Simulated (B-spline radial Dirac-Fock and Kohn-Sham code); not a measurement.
# How the levels of thallium move as electrons are removed

Method: relaxed Dirac-Fock hole states (ΔSCF) with Breit and QED corrections and a finite nucleus. Computed with a radial B-spline solver. Each ion is free and in its tabulated ground configuration. No correlation.

Reference: Tl²⁷⁺, [Kr] 4d10 4f8, with 3d3/2 3359.6 eV, 3d5/2 3262.8 eV, 4s 1667.6 eV, 4d5/2 1185.5 eV, 4f 924.8 eV, Kα1 (K-L3) 72872.6 eV, Kβ1 (K-M3) 82579.8 eV, Lα1 (L3-M5) 10276.5 eV. Shifts from it, in eV (a dash: the subshell is empty, belongs to an open shell averaged over j, or its hole state is left out as unreliable):

```
  ion  configuration   3d3/2   3d5/2      4s   4d5/2      4f    Kα1    Kβ1    Lα1
Tl²⁸⁺  [Kr] 4d10 4f7   +63.3   +63.3   +54.5   +51.9   +54.3  -1.43  -1.63  -0.31
Tl²⁹⁺  [Kr] 4d10 4f6  +128.1  +128.0  +109.9  +104.7  +109.7  -2.91  -3.21  -0.54
Tl³⁰⁺  [Kr] 4d10 4f5  +194.4  +194.2  +166.2  +158.4  +166.1  -4.45  -4.72  -0.68
Tl³¹⁺  [Kr] 4d10 4f4  +262.0  +261.8  +223.4  +213.0  +223.7  -6.04  -6.16  -0.72
```

Over this range M4 (3d3/2) moves by +262.0 eV and Kα1 by -6.0 eV: a line is a difference of two levels that shift in the same direction.
